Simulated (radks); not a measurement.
Values are calculated unless marked as measured or tabulated.
Coulomb parameter of the 4d shell of the rhodium ion Rh+ in the model configuration [Kr] 4d7 5p1, as a second difference U = [E(n + 1) + E(n - 1) - 2 E(n)] / (1)^2 with all orbitals relaxed. "Bare": the charge of the atom changes with n. "Screened": the 5p shell takes up the change at fixed total charge, which measures U(4d,4d) + U(5p,5p) - 2 U(4d,5p). Level of theory: Dirac Kohn-Sham, PBE, spin-unpolarised, spherical densities, finite nucleus; open shells are shared between the two j in proportion to 2j + 1; Fermi nuclear charge, rms radius 4.4945 fm (a radial shooting solver on a logarithmic mesh with Libxc functionals).

| case | configuration | E - E(n) (eV) |
|---|---|---|
| start | [Kr] 4d7 5p1 | 0.000 |
| bare +1 | [Kr] 4d8 5p1 | -12.601 |
| bare -1 | [Kr] 4d6 5p1 | 24.129 |
| screened +1 | [Kr] 4d8 | -8.739 |
| screened -1 | [Kr] 4d6 5p2 | 11.681 |

U(bare) = 11.529 eV, U(screened by 5p) = 2.942 eV.
